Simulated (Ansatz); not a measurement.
CH8FNOSi2 (`CN([SiH2]O)[SiH2]F`). The species carries charge 0 and has multiplicity 1. Geometry: relaxed with PBE0-D4/def2-TZVP. It is one conformer, not always the lowest.

```xyz
14

C    -0.084   -0.958   -1.264
N     0.120    0.096   -0.263
Si   -1.286    0.648    0.576
O    -2.020   -0.519    1.473
Si    1.719    0.561    0.109
F     2.461   -0.516    1.039
H    -0.997   -0.771   -1.836
H    -0.168   -1.948   -0.807
H     0.749   -0.982   -1.973
H    -2.323    1.025   -0.411
H    -0.843    1.788    1.416
H    -1.539   -0.874    2.222
H     2.513    0.617   -1.140
H     1.699    1.833    0.860
```

Problem. What is the dipole moment at PBE/def2-TZVPP? (Estimate.)

Solution. The calculation gave: 0.56 D, with components (-0.09, -0.21, -0.51) D in this frame, pointing from negative to positive charge.

Problem. And with r2SCAN, B3LYP, ωB97M-V? (An estimate is asked.)

Solution. Computed: r2SCAN 0.56 D, B3LYP 0.57 D, ωB97M-V 0.54 D.

Problem. Give the Mulliken charges with PBE, B3LYP, ωB97M-V in def2-TZVPP. (Estimate.)

Solution. Computed: 
| atom | PBE | B3LYP | ωB97M-V |
| --- | --- | --- | --- |
| C1 | -0.21 | -0.21 | -0.27 |
| N2 | -0.17 | -0.26 | -0.30 |
| Si3 | 0.38 | 0.49 | 0.40 |
| O4 | -0.35 | -0.39 | -0.37 |
| Si5 | 0.47 | 0.57 | 0.49 |
| F6 | -0.29 | -0.33 | -0.32 |
| H7 | 0.10 | 0.10 | 0.12 |
| H8 | 0.11 | 0.11 | 0.13 |
| H9 | 0.09 | 0.09 | 0.11 |
| H10 | -0.07 | -0.08 | -0.04 |
| H11 | -0.08 | -0.09 | -0.05 |
| H12 | 0.18 | 0.18 | 0.17 |
| H13 | -0.09 | -0.10 | -0.05 |
| H14 | -0.08 | -0.08 | -0.04 |

B3LYP here is the variant with VWN-RPA as its local correlation; programs differ in this.
